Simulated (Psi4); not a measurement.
**A ladder of methods for MoSOF2 (SMILES [O]=[Mo]([F])([F])=[S])**

MoSOF2: 5 atoms, total charge 0, spin state singlet. SMILES: `[O]=[Mo]([F])([F])=[S]`. The shape was relaxed beforehand at PBE0/def2-TZVP.

Quantity: the dipole moment, in D. The values are calculated.

| level | kind | program | value (D) |
| --- | --- | --- | --- |
| PBE-D4/def2-TZVPP (density fitting, core potential) | GGA | Psi4 | 0.64 |
| r2SCAN-D4/def2-TZVPP (density fitting, core potential) | meta-GGA | Psi4 | 0.65 |
| B3LYP-D4/def2-TZVPP (density fitting, core potential) | global hybrid | Psi4 | 0.63 |
| PBE0-D4/def2-TZVPP (density fitting, core potential) | global hybrid | Psi4 | 0.61 |
| wB97M-V/def2-TZVPP (density fitting, core potential) | range-separated hybrid | Psi4 | 0.60 |

The values span 0.60 to 0.65 D. Magnitudes only.
